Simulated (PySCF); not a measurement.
Species: BH8NSi2.
SMILES with atom numbers: `[NH2:1][SiH2:2][BH:3][SiH3:4]` (hydrogens: H5, H6 on N1; H7, H8 on Si2; H9 on B3; H10, H11, H12 on Si4)

Computed by this run: PySCF 2.14.0, PBE0-D3(BJ)/def2-SVP geometry optimisation, gas phase; density fitting, grid level 1; the optimiser is geomeTRIC in internal coordinates, started from a GFN2-xTB structure with every atom displaced at random (about 0.01 Å).

Step 0: E = -18034.8024 eV
```
atom  x, y, z in Å  |  force x, y, z in eV/Å
N1      1.7722    0.5665    0.3965   -2.062   1.666  -0.523
Si2     1.1578   -0.9802   -0.0523    1.031   0.274   0.111
B3     -0.8158   -0.9361   -0.0261    0.926  -0.082   0.027
Si4    -1.8211    0.7186   -0.0530   -1.685   0.637   0.054
H5      2.7417    0.7406    0.4420    1.422   0.127   0.139
H6      1.3028    1.4121    0.0001    0.569  -0.977   0.439
H7      1.8485   -1.8471    0.9308   -0.179  -0.572   0.208
H8      1.7036   -1.4374   -1.3681   -0.271  -0.267  -0.374
H9     -1.3559   -1.9610    0.0330   -0.724  -1.101   0.041
H10    -1.8083    1.4324    1.2469    0.269   0.021   0.384
H11    -3.3001    0.5685   -0.3319    0.204  -0.147  -0.004
H12    -1.3863    1.6946   -1.0498    0.501   0.421  -0.503
```

Step 1: E = -18035.0928 eV
```
atom  x, y, z in Å  |  force x, y, z in eV/Å
N1      1.7670    0.6654    0.3895    0.195  -0.034  -0.100
Si2     1.2033   -0.9360   -0.0114    0.067  -0.093  -0.005
B3     -0.8025   -0.9563   -0.0394    0.004  -0.064   0.023
Si4    -1.8785    0.7416   -0.0437   -0.037   0.009  -0.042
H5      2.7716    0.8300    0.4567   -0.198  -0.061   0.031
H6      1.3542    1.4012   -0.1761    0.005   0.112   0.032
H7      1.7435   -1.9117    0.9913    0.010   0.085   0.036
H8      1.6596   -1.4782   -1.3504   -0.057   0.025   0.007
H9     -1.3683   -2.0254   -0.0110    0.002  -0.017  -0.026
H10    -1.7749    1.3194    1.3374    0.006   0.018   0.000
H11    -3.3279    0.5755   -0.3710   -0.021   0.014  -0.005
H12    -1.3079    1.7462   -1.0036    0.024   0.006   0.049
```

Task: Estimate the geometry and energy of step 2. (The exact step hangs on the optimiser's Hessian estimate; all steps are aligned on step 1, rigid shifts and turns removed.)

Result: E = -18035.1010 eV, largest force 0.141 eV/Å
```
atom  x, y, z in Å  |  force x, y, z in eV/Å
N1      1.7578    0.6696    0.3707   -0.016  -0.005  -0.140
Si2     1.1977   -0.9375   -0.0130    0.035   0.001   0.024
B3     -0.8094   -0.9750   -0.0379   -0.003  -0.014   0.016
Si4    -1.8709    0.7357   -0.0415   -0.031  -0.020  -0.011
H5      2.7575    0.8329    0.4503   -0.026  -0.027   0.041
H6      1.3446    1.4189   -0.1798    0.029   0.006   0.057
H7      1.7538   -1.8844    1.0062    0.014   0.034   0.023
H8      1.6441   -1.4882   -1.3496   -0.031   0.001  -0.008
H9     -1.3746   -2.0452   -0.0181    0.010   0.002  -0.017
H10    -1.7736    1.3024    1.3450   -0.002   0.002   0.003
H11    -3.3200    0.5983   -0.3883    0.005   0.013  -0.005
H12    -1.2678    1.7442   -0.9755    0.016   0.008   0.018
```

The energy changes by -0.0082 eV. The first-order estimate −F·Δx gives -0.0111 eV and the mean of the old and new forces, exact on a quadratic surface, -0.0084 eV. The step makes an angle of 70° with the force vector and moves no atom by more than 0.049 Å.

What follows is the cost of the whole optimisation. On one thread, Arm Neoverse V1 (aarch64) (shared host), this took 40 s and 0.43 GiB of memory at its peak.
